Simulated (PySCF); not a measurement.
CH7O2PSi2.
Z-matrix (Å and degrees, PBE0-D3(BJ)/def2-SVP geometry), rows numbered from 1:
```
O 
C   1  1.2038
O   2  1.3207  1  124.31
Si  3  1.7323  2  117.59  1     0.61
P   4  2.2403  3  109.09  2   -57.19
Si  5  2.2735  4   99.22  3    94.50
H   2  1.1090  1  123.81  3  -179.85
H   4  1.4865  3  102.78  2  -174.23
H   4  1.4904  3  106.88  2    69.15
H   5  1.4306  4   92.62  3  -168.88
H   6  1.4867  5  109.06  4  -108.66
H   6  1.4920  5  113.57  4    15.74
H   6  1.4966  5  105.46  4   134.62
```

All values: PBE0/pcSseg-1 (PySCF, non-relativistic), on one gas-phase PBE0-D3(BJ)/def2-SVP geometry that isn't relaxed in the solvent. The solvent is an IEF-PCM continuum (cavity from Bondi-type radii × 1.2). Only the electrostatic response of the medium enters.

```tsv
run	E − E(gas) (kcal/mol)	HOMO (eV)	HOMO–LUMO gap (eV)	dipole (D)
gas	0.00	-7.56	7.04	1.49
P	-4.44	-7.53	7.14	2.14
Q	-3.80	-7.52	7.13	2.03
```

Problem. The runs were made in acetonitrile and dichloromethane. Which run belongs to which solvent?

Solution. P = acetonitrile, Q = dichloromethane. The dielectric constants are 8.93 (dichloromethane), 35.69 (acetonitrile), and the energy falls further as ε rises. In this model the ground state sees the solvent through ε alone.

Problem. How constant is the ratio of the lowering to (ε − 1)/(2ε + 1)?

Solution. 
```tsv
solvent	(ε − 1)/(2ε + 1)	E − E(gas) (kcal/mol)	ratio (kcal/mol)	polarisation term (kcal/mol)
dichloromethane	0.420	-3.80	-9.0	-4.33
acetonitrile	0.479	-4.44	-9.3	-5.18
```

The ratio changes by +2.5 % in size from dichloromethane to acetonitrile. The polarisation term is half the interaction of the solute with the induced surface charges.
